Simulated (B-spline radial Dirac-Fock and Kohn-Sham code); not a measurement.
How the settings move the core levels of Ca

ΔSCF core binding energies without Breit or QED terms, calculated with a radial B-spline solver. Keys: rel is the Hamiltonian (dirac, or spin-free x2c and nr, where L3 and M5 stand for the whole 2p and 3d shells), method is hf or an exchange,correlation pair (spin-unpolarised, also for the hole states), nuc the nuclear model, radius_factor scales its radius, rmax is the box in bohr, h the logarithmic mesh step, order the B-spline order, points the quadrature points per cell, c_factor scales the speed of light, and damp, ndamp, maxit and tol steer the iteration. The run stops when the commutator error falls below 10·tol·max(1, Z/10), or the numerical noise floor, and the energy has settled to about 1e-8 Ha; the virial ratio is −V/T.

Base input:

```json
{"items": [{"Z": 20, "q": 0, "cfg": [[1, 0, 2], [2, 0, 2], [2, 1, 6], [3, 0, 2], [3, 1, 6], [4, 0, 2]], "A": 40, "rrms": 3.4776, "do": "settings", "holes": ["K", "L3", "M5"],
  "settings": [{"rel": "dirac", "method": "hf", "nuc": "fermi", "radius_factor": 1.0, "rmax": 45.0, "h": 0.3, "order": 8, "points": 10, "c_factor": 1.0, "maxit": 60, "damp": 0.5, "ndamp": 3, "tol": 1e-08}]}]}
```

The ground state converged in 11 iterations, with total energy -679.71013 Ha, virial ratio 1.99130 and highest orbital energy -5.34 eV. ΔSCF binding energies: K (1s) 4052.4 eV, L3 (2p3/2) 357.2 eV. Holes are computed only in closed shells, and unreliable hole states are left out.

Changes from the base run:

```
                               changed setting  Δ total energy (Ha)  Δ K (eV)  Δ L3 (eV)  iterations
                                   rel = "x2c"             +0.07333     -1.44      +1.19          11
     rel = "x2c"; method = "b88,lyp"; h = 0.18             -0.77825    +13.44      +1.10           9
                            method = "b88,lyp"             -0.85734    +14.76      -0.10          10
                                nuc = "sphere"              0.00000      0.00       0.00          11
                           radius_factor = 2.0             +0.00328     -0.04       0.00          11
                               c_factor = 10.0                    ?         ?          ?           ?
            rel = "x2c"; order = 9; damp = 0.2             +0.07333     -1.44      +1.19          10
                                 nuc = "gauss"              0.00000      0.00       0.00          11
                                   rmax = 60.0              0.00000      0.00       0.00          11
                                    damp = 0.2              0.00000      0.00       0.00          10
radius_factor = 2.0; order = 6; c_factor = 1.5             +1.65108    -11.99      +0.57          11
                                                            0.00000      0.00       0.00          11
                                      h = 0.22              0.00000      0.00       0.00          11
       rel = "nr"; c_factor = 1.5; tol = 1e-06             +2.95194    -21.41      +1.03           9
                           radius_factor = 2.0             +0.00328     -0.04       0.00          11
```

Question: What does the change c_factor = 10.0 do?

Answer: The total energy moves by +2.92368 Ha and the binding energies by K -21.21 eV, L3 +1.02 eV; the run takes 10 iterations.
